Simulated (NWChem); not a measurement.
Species: CdHOCl; SMILES [OH][Cd][Cl]

```xyz
4

Cd     0.0050     0.2793     0.0000
Cl    -0.0160    -1.9972     0.0000
O     -0.0939     2.2388     0.0000
H      0.7854     2.6346     0.0000
```
Atoms are numbered in this order, from 1.

All runs: NWChem. Structure relaxed at the PBE0/def2-SVP level. No frequency run checked for a minimum. def2 effective core potentials on Cd; no spin-orbit coupling. Ions are spin-unrestricted doublets at the neutral geometry; other ion states weren't tried.

For level PBE0/def2-SVP:

- vertical ionisation energy, ΔSCF (eV): 10.35
- −ε(HOMO) (eV): 8.02

**Question.** How do the values read with level PBE/def2-SVP instead?

**Answer.** The vertical ionisation energy, ΔSCF (eV) is 9.93 and the −ε(HOMO) (eV) comes out as 6.40.
